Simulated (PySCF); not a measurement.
Predicted spectroscopic data

How the numbers were obtained: shielding tensors at PBE0/pcSseg-1 (GIAO), GFN2-xTB structure, in PySCF (gas phase, fast rotation and ring inversion assumed for equivalent nuclei, one computed conformer, non-relativistic).

References, each an isolated molecule treated in the same way: 1H (σref 31.72) and 13C (σref 186.93) against TMS. Splittings of carbon signals by F and P are missing where no couplings were computed. Where no couplings were computed, multiplicities follow the n + 1 count of equivalent neighbours, and m marks all less simple cases (inequivalent or close neighbours, rings, F or P nearby). Shifts are as computed. Against solution values, carbons near 30 ppm lie about +3 ppm off and those near 130 ppm about +5 ppm. Of 1211 compounds with measured shifts, 218 miss one by over three times the rms of a fit or turn the order of signals round; such compounds aren't used in these exercises.

Compound 1 (C₇H₁₂FN₃). 1H NMR (600 MHz, computed): δ 7.34 (m, 1H), 4.00 (s, 2H), 1.04 (s, 9H). 13C{1H} NMR (computed): δ 166.5, 117.4, 58.2, 35.9, 28.6. Structure: `InChI=1S/C7H12FN3/c1-7(2,3)5-11-6(8)4-9-10-11/h4H,5H2,1-3H3`.

Compound 2 (C₈H₁₂N₂). 1H NMR (600 MHz, computed): δ 7.18 (s, 1H), 3.12 (m, 1H), 2.29 (s, 3H), 2.12 (s, 3H), 1.43 (m, 2H), 0.73 (m, 2H). 13C{1H} NMR (computed): δ 150.2 (C), 132.9 (CH), 119.3 (C), 34.0 (CH), 14.7 (CH3), 11.3 (CH3), 9.1 (CH2). Structure: `Cc1cn(C2CC2)nc1C`.
